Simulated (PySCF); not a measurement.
Question: Write Cartesian coordinates for `CCO[C@H]1CCO1` as optimised with GFN2-xTB.

Answer: 
```
atom  x, y, z in Å
C1     2.1211    0.3611    0.9095
C2     1.6472   -0.8891    0.1789
O3     0.2369   -1.0423    0.1897
C4    -0.4605   -0.2035   -0.6549
C5    -1.9717   -0.4471   -0.5904
C6    -2.0435    0.9944   -0.0809
O7    -0.6250    1.1396   -0.1880
H8     1.7161    1.2498    0.4328
H9     1.7788    0.3378    1.9409
H10    3.2070    0.4046    0.8939
H11    2.0025   -0.8765   -0.8624
H12    2.0256   -1.7884    0.6715
H13   -0.0030   -0.1991   -1.6608
H14   -2.2356   -1.2087    0.1364
H15   -2.4551   -0.6398   -1.5427
H16   -2.3851    1.1175    0.9493
H17   -2.5626    1.7016   -0.7326
```

Orientation and origin are arbitrary. Atoms count from 1 in this order. The 4-membered ring C4–C5–C6–O7 has internal angles of 84.9° to 92.5°; it is planar, 0.00 Å rms from its mean plane, widest ring torsion 1°. Of the pairs four or more bonds apart, O7···H8 is among the closest relative to their van der Waals radii: 2.42 Å, 89 % of the sum of Bondi's values. The 4 C–O bonds span 1.380 Å (O3–C4, drawn single) to 1.431 Å (C4–O7, drawn single), a spread of 0.051 Å.

Bonds between heavy atoms (Å): C1–C2 1.524, C2–O3 1.419, O3–C4 1.380, C4–C5 1.532, C5–C6 1.531, C6–O7 1.430, C4–O7 1.431.

Computed geometry: GFN2-xTB, gas phase.

Point group: C1 (no symmetry element, even within 0.4 Å). Whether it is a minimum is left open (no frequencies). The numbers are those of one conformer (C1–C2–O3–C4 75°, C2–O3–C4–C5 179°).
